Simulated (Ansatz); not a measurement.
System: CH4B, charge 0, doublet. CH4B (SMILES B[CH2], doublet).
B3LYP-D3(BJ)/def2-TZVP minimum from Ansatz (an electronic-structure program):
```xyz
6

B     -0.5522     0.5932     0.0263
H     -1.2361     0.7367     0.9931
H     -0.6880     1.3306    -0.9016
C      0.4846    -0.5206    -0.0230
H      0.5138    -1.3363     0.6935
H      1.2636    -0.5734    -0.7780
```
Charge 0, spin multiplicity 2.

Atomisation energy term by term, kcal/mol (programs: Ansatz). Open shells are spin-unrestricted; no spin-orbit coupling. Correlated methods leave the cores frozen. Rows without X2C or -DK are non-relativistic. CBS(X,Y): correlation extrapolated as X^-3, Hartree-Fock from the larger set. A bracket is a step between two methods taken in the basis named. '+ core + X2C': CCSD(T) terms for core correlation (cc-pwCVTZ) and scalar relativity (cc-pVTZ-DK). Where a partner has so few electrons that a lower coupled-cluster level is exact, that level stands in.

| term | basis | kcal/mol |
|---|---|---|
| Hartree-Fock | cc-pVQZ | 392.73 |
| CCSD correlation | CBS(cc-pVTZ,cc-pVQZ) | 89.30 |
| (T) | CBS(cc-pVTZ,cc-pVQZ) | 3.71 |
| CCSDT(Q) - CCSD(T) | cc-pVTZ | 0.13 |
| core correlation | cc-pwCVTZ | 2.09 |
| scalar relativity | X2C, cc-pVTZ-DK | -0.23 |
| sum: De |  | 487.7 |

The step beyond CCSD(T) by other levels: CCSDT(Q) in cc-pVDZ 0.20 kcal/mol.
